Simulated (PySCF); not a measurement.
## How methods differ on the excitation energy of S

S [Ne] 3s2 3p4 (3P) → S [Ne] 3s2 3p3 4s1 (5S), as a difference of total energies. Calculation: PySCF 2.14, in dyall-acv3z; the spin-free X2C one-electron Hamiltonian (Gaussian nucleus). Correlated levels: valence: [Ne] frozen; valence and next inner shell: 1s2 frozen; virtual orbitals above 40 to 60 times the deepest correlated orbital energy dropped. The calculations carry no spin-orbit coupling.

```tsv
method	excitation energy (eV)
UHF	5.907
LDA	6.667
PBE	6.628
PBE0	6.680
r2SCAN	6.790
BLYP	6.763
BHandHLYP	6.831
revPBE	6.662
MP2 (valence)	6.371
SCS-MP2 (valence)	6.571
MP2 (valence and next inner shell)	6.371
SCS-MP2 (valence and next inner shell)	6.569
```

**Question.** How much does correlation contribute at MP2 (valence and next inner shell)?

**Answer.** 6.371 − (5.907) = 0.464 eV, measured against UHF.

Errors of the correlated levels include the incompleteness of this basis and the frozen core.

The promoted electron is Rydberg-like, and one or two diffuse shells describe it only roughly, which tends to raise the upper state.

For comparison: 6.500 eV (measured; NIST levels, between the centres of gravity of the two terms).
